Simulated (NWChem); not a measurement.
## Basis-set convergence for HFGeS

```xyz
4

Ge     0.0677     0.6801     0.0000
F     -1.6858     0.3923     0.0000
S      0.6872    -1.5081     0.0000
H      2.0085    -1.1663     0.0000
```
Charge 0, spin multiplicity 1.

All runs are NWChem calculations. All single points use one geometry, from PBE/def2-SVP, a minimum by its harmonic frequencies. It is one conformer; others weren't searched.

Quantity: LUMO energy at the level PBE.

The Hamiltonian is non-relativistic. The Pople sets run with spherical d functions. The structure started from a generated list of species.

```
basis        functions  LUMO energy (eV)
-----------  ---------  ----------------
STO-3G              33               ___
3-21G               46               ___
6-31G*              66             -3.15
def2-SVP            69               ___
aug-pcseg-1         95             -3.40
aug-cc-pVDZ         95             -3.36
def2-TZVP          122             -3.25
def2-TZVPP         135             -3.25
aug-cc-pVTZ        178             -3.34
def2-QZVP          232             -3.32
```

**Question.** Complete the blanks.

**Answer.** 
- STO-3G, LUMO energy (eV): 0.62
- 3-21G, LUMO energy (eV): -3.05
- def2-SVP, LUMO energy (eV): -3.09
